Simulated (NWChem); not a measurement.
System: C$_{2}$H$_{6}$AlClO; SMILES C[O][Al]([CH3])[Cl]

Parts of the log:

```
             Northwest Computational Chemistry Package (NWChem) 7.3.0
             --------------------------------------------------------

 CS  symmetry detected

                             Geometry "geometry" -> ""
                             -------------------------

 Output coordinates in angstroms (scale by  1.889725989 to convert to a.u.)

  No.       Tag          Charge          X              Y              Z
 ---- ---------------- ---------- -------------- -------------- --------------
    1 Al                  13.0000     0.48107859     0.18114533     0.00000000
    2 Cl                  17.0000    -1.28963451     1.35739542     0.00000000
    3 C                    6.0000     2.25623730     0.96874697     0.00000000
    4 H                    1.0000     2.40188346     1.61312154     0.89157636
    5 H                    1.0000     2.40188346     1.61312154    -0.89157636
    6 H                    1.0000     3.04191182     0.18748435     0.00000000
    7 O                    8.0000     0.28979393    -1.51672043     0.00000000
    8 C                    6.0000    -0.79161004    -2.41308396     0.00000000
    9 H                    1.0000    -1.78136217    -1.90058931     0.00000000
   10 H                    1.0000    -0.75033326    -3.07198209    -0.89642479
   11 H                    1.0000    -0.75033326    -3.07198209     0.89642479

 Effective nuclear repulsion energy (a.u.)     265.0070656116

      Symmetry information
      --------------------

 Group name             Cs
 Group number              2
 Group order               2
 No. of unique centers     9

                                 NWChem DFT Module
                                 -----------------

 Summary of "ao basis" -> "ao basis" (spherical)
 ------------------------------------------------------------------------------
       Tag                 Description            Shells   Functions and Types
 ---------------- ------------------------------  ------  ---------------------
 Al                          6-31g*                  8       18   4s3p1d
 Cl                          6-31g*                  8       18   4s3p1d
 C                           6-31g*                  6       14   3s2p1d
 H                           6-31g*                  2        2   2s
 O                           6-31g*                  6       14   3s2p1d

      Symmetry analysis of basis
      --------------------------

        a'         64
        a"         26

            General Information
            -------------------
          SCF calculation type: DFT
          Wavefunction type:  closed shell.
          No. of atoms     :    11
          No. of electrons :    56
           Alpha electrons :    28
            Beta electrons :    28
          Charge           :     0
          Spin multiplicity:     1
          Use of symmetry is: on ; symmetry adaption is: on
          Maximum number of iterations: 150
          AO basis - number of functions:    90
                     number of shells:    46
          Convergence on energy requested:  1.00D-06
          Convergence on density requested:  1.00D-05
          Convergence on gradient requested:  5.00D-04

              XC Information
              --------------
                         MN15 Method XC Functional
                     Hartree-Fock (Exact) Exchange  0.440
                          MN15 Exchange Functional  1.000
                        MN15 Correlation Potential  1.000

             Grid Information
             ----------------
          Grid used for XC integration:  fine
          Radial quadrature: Mura-Knowles
          Angular quadrature: Lebedev.
          Tag              B.-S. Rad. Rad. Pts. Rad. Cut. Ang. Pts.
          ---              ---------- --------- --------- ---------
          Al                  1.25      123          10.0       770
          Cl                  1.00      123          11.0       770
          C                   0.70       70          12.0       590
          H                   0.35       60          13.0       590
          O                   0.60       70          10.0       590
          Grid pruning is: on
          Number of quadrature shells:   696
          Spatial weights used:  Erf1

      Superposition of Atomic Density Guess
      -------------------------------------

 Sum of atomic energies:        -854.37348918

      Non-variational initial energy
      ------------------------------

 Total energy =    -856.197272
 1-e energy   =   -1705.900755
 2-e energy   =     584.696418
 HOMO         =      -0.379785
 LUMO         =      -0.008046

      Symmetry analysis of molecular orbitals - initial
      -------------------------------------------------

  Numbering of irreducible representations:

     1 a'          2 a"

  Orbital symmetries:

     1 a'          2 a'          3 a'          4 a'          5 a'
     6 a'          7 a'          8 a'          9 a"         10 a'
    11 a'         12 a'         13 a"         14 a'         15 a'
    16 a'         17 a'         18 a'         19 a'         20 a"
    21 a'         22 a"         23 a'         24 a"         25 a'
    26 a'         27 a"         28 a'         29 a'         30 a"
    31 a'         32 a'         33 a'         34 a"         35 a'
    36 a'         37 a"         38 a'

     ---------------------------------------------
      Total Density - Mulliken Population Analysis
     ---------------------------------------------

    Atom       Charge   Shell Charges
 -----------   ------   -------------------------------------------------------
    1 Al  13    11.71   2.00  2.00  5.97  0.68  0.66  0.14  0.09  0.18
    2 Cl  17    17.48   2.00  2.00  5.98  1.38  3.75  0.56  1.81  0.01
    3 C    6     7.01   2.00  0.72  2.08  0.73  1.47  0.02
    4 H    1     0.73   0.45  0.29
    5 H    1     0.73   0.45  0.29
    6 H    1     0.74   0.45  0.29
    7 O    8     8.96   2.00  0.93  3.15  0.90  1.97  0.01
    8 C    6     6.20   2.00  0.69  1.81  0.64  1.00  0.06
    9 H    1     0.81   0.47  0.34
   10 H    1     0.81   0.48  0.33
   11 H    1     0.81   0.48  0.33

   convergence    iter        energy       DeltaE   RMS-Dens  Diis-err
 ---------------- ----- ----------------- --------- --------- ---------
 d= 0,ls=0.0,diis     1   -857.2418772881 -1.12D+03  1.23D-02  1.05D+00
 d= 0,ls=0.0,diis     2   -857.2407737575  1.10D-03  6.81D-03  9.67D-01
 d= 0,ls=0.0,diis     3   -857.3218705120 -8.11D-02  1.96D-03  1.19D-01
 d= 0,ls=0.0,diis     4   -857.3324248698 -1.06D-02  5.41D-04  3.33D-03
 d= 0,ls=0.0,diis     5   -857.3328850740 -4.60D-04  9.07D-05  8.24D-05
  Resetting Diis
 d= 0,ls=0.0,diis     6   -857.3328969223 -1.18D-05  2.32D-05  6.61D-06
 d= 0,ls=0.0,diis     7   -857.3328978033 -8.81D-07  1.20D-05  4.86D-07
 d= 0,ls=0.0,diis     8   -857.3328978031  1.86D-10  5.59D-06  6.30D-07

         Total DFT energy =     -857.332897803083
      One electron energy =    -1710.857169933568
           Coulomb energy =      656.780084550719
    Exchange-Corr. energy =      -68.262878031796
 Nuclear repulsion energy =      265.007065611561

 Numeric. integr. density =       55.999997705372

                  Occupations of the irreducible representations
                  ----------------------------------------------

                     irrep           alpha         beta
                     --------     --------     --------
                     a'               22.0         22.0
                     a"                6.0          6.0

                       DFT Final Molecular Orbital Analysis
                       ------------------------------------

 Vector   26  Occ=2.000000D+00  E=-3.408026D-01  Symmetry=a'
              MO Center=  7.6D-01,  9.0D-01,  5.1D-13, r^2= 3.9D+00
   Bfn.  Coefficient  Atom+Function         Bfn.  Coefficient  Atom+Function
  ----- ------------  ---------------      ----- ------------  ---------------
    25      0.408667   2 Cl px               39      0.352419   3 C  px
    43      0.220115   3 C  px                7     -0.216031   1 Al px
    29      0.197459   2 Cl px               26      0.185291   2 Cl py
     6     -0.176025   1 Al s                21     -0.158397   2 Cl px
    40      0.137756   3 C  py               30      0.113593   2 Cl py

 Vector   27  Occ=2.000000D+00  E=-3.329046D-01  Symmetry=a'
              MO Center= -2.6D-01, -1.4D+00,  8.9D-12, r^2= 2.6D+00
   Bfn.  Coefficient  Atom+Function         Bfn.  Coefficient  Atom+Function
  ----- ------------  ---------------      ----- ------------  ---------------
    59      0.391126   7 O  px               60     -0.341070   7 O  py
    63      0.290754   7 O  px               26     -0.241956   2 Cl py
    64     -0.224851   7 O  py               86      0.223739   9 H  s
    85      0.183135   9 H  s                73     -0.170324   8 C  px
    74      0.136395   8 C  py               30     -0.121936   2 Cl py

 Vector   28  Occ=2.000000D+00  E=-3.263980D-01  Symmetry=a"
              MO Center= -9.4D-02, -1.7D+00, -9.4D-12, r^2= 2.3D+00
   Bfn.  Coefficient  Atom+Function         Bfn.  Coefficient  Atom+Function
  ----- ------------  ---------------      ----- ------------  ---------------
    61      0.520464   7 O  pz               65      0.395978   7 O  pz
    75     -0.224118   8 C  pz               27     -0.181450   2 Cl pz
    88      0.181593  10 H  s                90     -0.181593  11 H  s
    87      0.160417  10 H  s                89     -0.160417  11 H  s
     9      0.120125   1 Al pz               31     -0.117111   2 Cl pz

 Vector   29  Occ=0.000000D+00  E= 8.644012D-03  Symmetry=a"
              MO Center=  4.8D-01,  1.8D-01, -3.7D-14, r^2= 4.0D+00
   Bfn.  Coefficient  Atom+Function         Bfn.  Coefficient  Atom+Function
  ----- ------------  ---------------      ----- ------------  ---------------
     9      0.601072   1 Al pz               13      0.585014   1 Al pz
    27     -0.216942   2 Cl pz               65     -0.214402   7 O  pz
    61     -0.210387   7 O  pz               52     -0.201908   4 H  s
    54      0.201908   5 H  s                31     -0.198150   2 Cl pz
     5     -0.193608   1 Al pz               51     -0.082109   4 H  s

 Vector   30  Occ=0.000000D+00  E= 1.839876D-02  Symmetry=a'
              MO Center=  3.7D-01,  3.3D-01,  2.8D-14, r^2= 4.8D+00
   Bfn.  Coefficient  Atom+Function         Bfn.  Coefficient  Atom+Function
  ----- ------------  ---------------      ----- ------------  ---------------
    10      1.336093   1 Al s                42     -0.614617   3 C  s
    28     -0.439352   2 Cl s                62     -0.349706   7 O  s
    29     -0.256626   2 Cl px               43      0.223743   3 C  px
    24     -0.186090   2 Cl s                25     -0.184907   2 Cl px
     2     -0.181572   1 Al s                30      0.169586   2 Cl py

 Vector   31  Occ=0.000000D+00  E= 1.033962D-01  Symmetry=a'
              MO Center=  5.9D-01,  1.8D-01, -1.6D-13, r^2= 6.7D+00
   Bfn.  Coefficient  Atom+Function         Bfn.  Coefficient  Atom+Function
  ----- ------------  ---------------      ----- ------------  ---------------
    12      1.126855   1 Al py               62      0.562534   7 O  s
    42     -0.485346   3 C  s                56      0.452342   6 H  s
    76      0.396485   8 C  s                28     -0.313688   2 Cl s
     8      0.270719   1 Al py               29     -0.216612   2 Cl px
    78     -0.179833   8 C  py               88     -0.180588  10 H  s

     ---------------------------------------------
      Total Density - Mulliken Population Analysis
     ---------------------------------------------

    Atom       Charge   Shell Charges
 -----------   ------   -------------------------------------------------------
    1 Al  13    12.23   2.00  1.99  5.97  0.70  1.07  0.08  0.15  0.27
    2 Cl  17    17.30   2.00  1.99  5.98  1.36  3.73  0.57  1.66  0.01
    3 C    6     6.68   2.00  0.64  2.12  0.67  1.24  0.02
    4 H    1     0.83   0.51  0.31
    5 H    1     0.83   0.51  0.31
    6 H    1     0.82   0.52  0.31
    7 O    8     8.56   2.00  0.85  2.97  0.95  1.77  0.01
    8 C    6     6.16   2.00  0.65  2.06  0.56  0.84  0.06
    9 H    1     0.86   0.53  0.33
   10 H    1     0.86   0.53  0.33
   11 H    1     0.86   0.53  0.33

     -------------------------------------------
      Total Density - Lowdin Population Analysis
     -------------------------------------------

    Atom       Charge   Shell Charges
 -----------   ------   -------------------------------------------------------
    1 Al  13    12.56   2.00  1.97  5.89  0.51  1.07  0.24  0.46  0.44
    2 Cl  17    17.17   2.00  1.99  5.91  1.13  3.43  0.66  2.04  0.01
    3 C    6     6.59   1.99  0.54  1.92  0.47  1.63  0.04
    4 H    1     0.84   0.48  0.36
    5 H    1     0.84   0.48  0.36
    6 H    1     0.84   0.48  0.36
    7 O    8     8.30   1.99  0.80  2.82  0.65  2.01  0.03
    8 C    6     6.19   1.99  0.53  1.84  0.43  1.28  0.13
    9 H    1     0.88   0.51  0.38
   10 H    1     0.89   0.51  0.38
   11 H    1     0.89   0.51  0.38

     Multipole analysis of the density
     ---------------------------------

     L   x y z        total         alpha         beta         nuclear
     -   - - -        -----         -----         ----         -------
     0   0 0 0     -0.000000    -28.000000    -28.000000     56.000000

     1   1 0 0      0.433458      0.216729      0.216729     -0.000000
     1   0 1 0     -0.335746     -0.167873     -0.167873      0.000000
     1   0 0 1      0.000000      0.000000      0.000000      0.000000

     2   2 0 0    -33.626853   -179.918715   -179.918715    326.210576
     2   1 1 0      3.745061    -13.747385    -13.747385     31.239830
     2   1 0 1     -0.000000     -0.000000     -0.000000      0.000000
     2   0 2 0    -33.373208   -228.178448   -228.178448    422.983687
     2   0 1 1     -0.000000     -0.000000     -0.000000      0.000000
     2   0 0 2    -30.580713    -20.998652    -20.998652     11.416591

            General Information
            -------------------
          SCF calculation type: DFT
          Wavefunction type:  closed shell.
          No. of atoms     :    11
          No. of electrons :    56
           Alpha electrons :    28
            Beta electrons :    28
          Charge           :     0
          Spin multiplicity:     1
          Use of symmetry is: on ; symmetry adaption is: on
          Maximum number of iterations: 150
          AO basis - number of functions:    90
                     number of shells:    46
          Convergence on energy requested:  1.00D-06
          Convergence on density requested:  1.00D-05
          Convergence on gradient requested:  5.00D-04

[...]

                         DFT ENERGY GRADIENTS

    atom               coordinates                        gradient
                 x          y          z           x          y          z
   1 Al      0.909107   0.342315   0.000000    0.002367   0.005235   0.000000
   2 Cl     -2.437056   2.565105   0.000000   -0.004966   0.003707   0.000000
   3 C       4.263670   1.830666   0.000000   -0.003846  -0.003519   0.000000
   4 H       4.538902   3.048358   1.684835    0.000507   0.004784   0.006676
   5 H       4.538902   3.048358  -1.684835    0.000507   0.004784  -0.006676
   6 H       5.748380   0.354294   0.000000    0.006001  -0.005957   0.000000
   7 O       0.547631  -2.866186   0.000000    0.002565  -0.005508   0.000000
   8 C      -1.495926  -4.560067   0.000000    0.006753   0.006670   0.000000
   9 H      -3.366286  -3.591593   0.000000   -0.009055   0.003038   0.000000
  10 H      -1.417924  -5.805204  -1.693997   -0.000417  -0.006617  -0.007559
  11 H      -1.417924  -5.805204   1.693997   -0.000417  -0.006617   0.007559
```

Level: MN15/6-31G* (spherical d). All runs use the structure optimised with PBE-D3(BJ)/def2-SVP.

Problem. Reconstruct the input file.

Solution. This is not unique; one that fits is the input that was run:
```
start job
memory heap 200 mb stack 900 mb global 1100 mb
geometry units angstroms noautoz
  Al     0.520596     0.106158     0.028021
  Cl    -1.005950     1.314054     0.882207
  C      2.326413     0.758765    -0.262898
  H      2.788471     1.080285     0.693381
  H      2.323103     1.642909    -0.933432
  H      2.967395    -0.022881    -0.716580
  O      0.100122    -1.492474    -0.404316
  C     -1.058288    -2.284738    -0.346817
  H     -1.931850    -1.746960     0.089009
  H     -1.345114    -2.628467    -1.366135
  H     -0.877169    -3.193958     0.269578
end
basis spherical
  * library 6-31g*
end
dft
  xc mn15
  grid fine
  iterations 150
  mulliken
end
task dft gradient
```
